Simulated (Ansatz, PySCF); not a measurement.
Caution: the restricted solution is unstable towards spin-unrestricted or complex orbitals, so a lower solution exists and this singlet may not be the ground state. This singlet is an excited state, 0.59 eV above the relaxed triplet at the level frozen-core CCSD(T)/cc-pVTZ // B3LYP-D3(BJ)/def2-TZVP (Ansatz, a quantum-chemistry and plane-wave program).

B3LYP has the VWN-RPA correlation part, as in Gaussian. 

```xyz
8

C     -1.4366     0.0402    -0.1601
C     -0.0261     0.1367    -0.1646
Al     1.8202     0.0934    -0.2188
H     -2.0033     0.5480    -0.9518
H     -1.9652     0.0715     0.8019
H     -1.4187    -1.0424    -0.4546
H      2.5585     1.4422     0.1311
H      2.4712    -1.2896    -0.6091
```

Charge 0, multiplicity 1.

Give the Mulliken and meta-Löwdin atomic charges from B3LYP-D3(BJ)/def2-TZVP (PySCF).


| atom | Mulliken (e) | meta-Löwdin (e) |
|---|---|---|
| C1 | -0.27 | -0.30 |
| C2 | -0.23 | -0.19 |
| Al3 | 0.28 | 0.30 |
| H4 | 0.14 | 0.12 |
| H5 | 0.14 | 0.12 |
| H6 | 0.17 | 0.20 |
| H7 | -0.11 | -0.13 |
| H8 | -0.11 | -0.13 |
